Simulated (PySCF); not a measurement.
# Spin–orbit doublets of 2p levels

Compound: bromomethylsilane, CH5BrSi.
Atom-mapped SMILES: `[SiH3:1][CH2:2][Br:3]`

Method: delta-SCF UKS SCAN, pcX-2 on the ionised atom, pcseg-1 elsewhere, spin-free X2C in PySCF 2.14.0. These are vertical core ionisation energies against the vacuum level, from separate self-consistent calculations with and without the core hole. The 2p values add to the ΔSCF energy of one spin-free hole a correction within the shell (spin–orbit coupling, ligand field). The splitting includes the ligand field, and 2p3/2 is the mean of two sublevels.

When a 2p electron fills a 1s hole, the emitted photon carries the energy difference of the two hole states (Kα1 from 2p3/2, Kα2 from 2p1/2), here at the ground state's geometry.

```
atom  Kα1 (eV)  Kα2 (eV)  2p3/2 binding energy (eV)
 Si1   1739.76   1739.14                     107.06
```

Q: What are the 1s and 2p1/2 binding energies?

A: 1s = Kα1 + 2p3/2, and 2p1/2 = 1s − Kα2:

| atom | environment | 1s (eV) | 2p1/2 (eV) |
| --- | --- | --- | --- |
| Si1 | SiH3 silicon | 1846.82 | 107.68 |

Q: And the 1s levels of the other atoms?

A: C2 (sp3 C–Br carbon) 291.60 eV.

No level of bromine is listed. Geometry: PBE0-D3(BJ)/def2-SVP; no solvent, vibrations or thermal averaging.

Hardware: one thread of an Intel Xeon Platinum 8488C, no GPU, shared host with 96 logical CPUs at a one-minute load of 69. Cost: 12 s, 0.37 GiB resident at most.
